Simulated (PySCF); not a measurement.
C6H8F4O.
Atom-mapped SMILES: `[CH3:1]/[C:2](=[CH:3]/[O:4][C:5]([F:6])([F:7])[F:8])[C@@H:9]([CH3:10])[F:11]` (hydrogens: H12, H13, H14 on C1; H15 on C3; H16 on C9; H17, H18, H19 on C10)

A GFN2-xTB structure was refined with PBE0-D3(BJ)/def2-SVP geometry optimisation, gas phase (PySCF). Its GFN2-xTB values:

```csv
coordinate,GFN2-xTB
C1–C2,1.492 Å
C1–H12,1.085 Å
C2=C3,1.324 Å
C2–C9,1.509 Å
C3–O4,1.411 Å
C3–H15,1.079 Å
O4–C5,1.318 Å
C5–F6,1.326 Å
C5–F7,1.345 Å
C9–C10,1.525 Å
C9–F11,1.382 Å
C9–H16,1.097 Å
C10–H17,1.087 Å
C2–C3–O4,120.6°
C2–C9–C10,111.5°
C2–C9–F11,109.7°
C3–O4–C5,115.5°
O4–C5–F6,109.6°
O4–C5–F7,113.8°
F6–C5–F7,107.2°
F7–C5–F8,105.1°
C1–C2–C3–O4,179°
C1–C2–C9–C10,-93°
C2–C3–O4–C5,171°
C3–O4–C5–F6,180°
```

**Question.** How do these coordinates change at the PBE0-D3(BJ)/def2-SVP level?

**Answer.** 
```tsv
coordinate	PBE0-D3(BJ)/def2-SVP (Å or °)	change
C3–O4	1.382	-0.029
O4–C5	1.345	+0.027
C3–H15	1.093	+0.014
C5–F7	1.331	-0.014
C1–H12	1.099	+0.014
C10–H17	1.100	+0.013
C9–C10	1.514	-0.011
C5–F6	1.317	-0.009
C2=C3	1.333	+0.009
C9–H16	1.102	+0.005
C9–F11	1.384	+0.002
C2–C9	1.507	-0.002
C1–C2	1.494	+0.002
F7–C5–F8	107.1	+2.0
F6–C5–F7	109.1	+1.9
O4–C5–F7	112.0	-1.8
C3–O4–C5	117.2	+1.7
O4–C5–F6	108.0	-1.6
C2–C9–C10	112.8	+1.3
C2–C9–F11	108.6	-1.1
C2–C3–O4	120.2	-0.4
C2–C3–O4–C5	152	-19
C1–C2–C9–C10	-85	+8
C1–C2–C3–O4	177	-2
C3–O4–C5–F6	179	-1
```

The energy falls by 0.089 eV over 13 energy and gradient evaluations, the largest force component goes from 0.0388 to 2.0e-04 Eh/bohr, and the atoms move by 0.229 Å rms after alignment. The bond that changes most is C3–O4 (vinylic carbon bearing oxygen to ether oxygen), which shortens by 0.029 Å. Bonds longer at the end by more than 0.005 Å: 10 of 18; shorter: 5. Among the dihedrals that turn most is H15–C3–O4–C5, from -11° to -31°. Rotational constants go from 2075, 533.0, 490.9 to 2017, 543.6, 504.9 MHz.

The run used 194 basis functions and 90 SCF cycles in all.

PBE0-D3(BJ)/def2-SVP frequencies: not computed here. The numbers are those of one conformer.
